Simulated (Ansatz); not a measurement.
Reaction: C3H4O (SMILES C1C(=O)C1) → C3H4O (2H-oxete, SMILES C1=CCO1)
Each species at its own B3LYP-D3(BJ)/def2-TZVP minimum (Ansatz, a quantum-chemistry and plane-wave program).

Total energies in hartree (Ansatz). UHF or UKS for unpaired electrons; spin-orbit terms are left out. Cores are frozen in correlated methods. No relativity.

```csv
species,HF/cc-pVTZ,CCSD(T)/cc-pVTZ,HF/cc-pVQZ,CCSD(T)/cc-pVQZ,CCSD(T)/cc-pVDZ,CCSDT(Q)/cc-pVDZ
1: C3H4O (SMILES O=C1CC1),-190.79501,-191.56355,-190.80846,-191.62066,-191.37176,-191.37422
"2: C3H4O (2H-oxete, SMILES C1COC=1)",-190.77716,-191.55157,-190.79053,-191.60912,-191.35621,-191.35876
```

Problem. Work out the isomerisation energy (electronic) in kcal/mol: take Hartree-Fock from cc-pVQZ, extrapolate the CCSD(T) correlation energy as X^-3 (X = 3, 4), and add CCSDT(Q) - CCSD(T) in cc-pVDZ. 1 hartree = 627.51 kcal/mol.

Solution. 
Species 1: correlation (64·(-0.81220) - 27·(-0.76854))/37 = -0.84406; step -0.00246; E1 = -190.80846 + (-0.84406) + (-0.00246) = -191.65498
Species 2: correlation (64·(-0.81859) - 27·(-0.77441))/37 = -0.85083; step -0.00255; E2 = -190.79053 + (-0.85083) + (-0.00255) = -191.64391
-1·E1 +1·E2 = 0.01107 hartree = 6.9 kcal/mol.
